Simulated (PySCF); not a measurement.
# Stretching InN

Set-up: basis In cc-pVDZ-PP with ECP28, N cc-pVDZ; scalar-relativistic core potentials; PySCF 2.14. Energies in eV from In + N in their ground configurations at the same level. State: ³Σ⁻ (triplet), unpaired electrons π ↑↑.

Curves on a restricted Hartree–Fock reference rise too fast on stretching and do not dissociate correctly.

```tsv
R (Å)	ROHF-CCSD	PBE	PBE0
1.922		-1.259	-1.012
2.011	-0.697	-1.668	-1.399
2.101	-0.918	-1.900	-1.607
2.168	-0.997	-1.990	-1.678
2.235	-1.022	-2.025	-1.695
2.302	-1.007	-2.020	-1.672
2.391	-0.944	-1.967	-1.597
2.503	-0.821	-1.852	-1.458
2.637	-0.645	-1.675	-1.260
2.816		-1.418	-0.997
```

Problem. Put a parabola through the three lowest points of the ROHF-CCSD curve and estimate Re, k and ωe (reduced mass 12.48 u; 1 eV/Å² = 0.16022 mdyn/Å; ωe = 1302.8·√(k/μ) cm⁻¹).

Solution. Through R = 2.168, 2.235, 2.302 Å the second-order coefficient is 4.46 eV/Å², so Re ≈ 2.243 Å, k ≈ 1.43 mdyn/Å and ωe ≈ 441 cm⁻¹. A polynomial fit of higher order to the unrounded ROHF-CCSD energies gives Re = 2.240 Å, k = 1.39 mdyn/Å, ωe = 434 cm⁻¹; anharmonicity and rounding make the difference.

The higher-order fit for each curve: ROHF-CCSD: Re = 2.240 Å, ωe = 434 cm⁻¹, De = 1.02 eV; PBE: Re = 2.258 Å, ωe = 422 cm⁻¹, De = 2.03 eV; PBE0: Re = 2.227 Å, ωe = 448 cm⁻¹, De = 1.70 eV.

Correlated steps freeze 5 core orbitals. Correlated levels converge slowly with the basis: in double zeta they bind strong bonds too weakly, by up to about 1 eV, and carry superposition errors of some tenths. ⟨S²⟩ of the unrestricted solution departs from its pure value on part of the curve, where spin states mix. Spin–orbit coupling is left out, which matters for elements this heavy, above all for dissociation energies. The state was picked by a PBE0 search and need not be the measured ground state.
